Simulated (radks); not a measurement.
The numbers below are computed, except where a source is named.
Ionisation of neutral neon, [Ne], to Ne+, [He] 2s2 2p5, under several functionals. Non-relativistic Kohn-Sham, spin-polarised, spherical densities, point nucleus; open shells are filled with parallel spins first; a radial shooting solver on a logarithmic mesh with Libxc functionals.

functional                                      E(Ne) (hartree)  Exc (hartree)  IE (eV)  -e(HOMO) (eV)  <r> HOMO (bohr)  IE error (eV)
TPSS                                                 -128.98111      -12.50342   22.116         13.504           0.9790         +0.551
exchange-only B88                                    -128.59009      -12.08629   20.890         12.371           0.9863         -0.674
B86b exchange with PBE correlation                   -128.95040      -12.46314   22.030         13.383           0.9809         +0.466
LDA (Slater exchange, VWN5 correlation)              -128.23348      -11.71043   22.187         13.552           0.9815         +0.623
TASK exchange with Perdew-Wang LDA correlation       -128.98478      -12.53171   22.973         14.470           0.9649         +1.409
SOGGA                                                -128.45706      -11.94814   21.773         13.161           0.9820         +0.208

NIST Atomic Spectra Database: 21.565 eV (measured). Closest: SOGGA. The Delta-SCF values span 2.08 eV, the total energies 0.75 hartree. The highest occupied level is 2p. Open shells are spherical and high-spin; term and fine-structure splittings are not resolved.
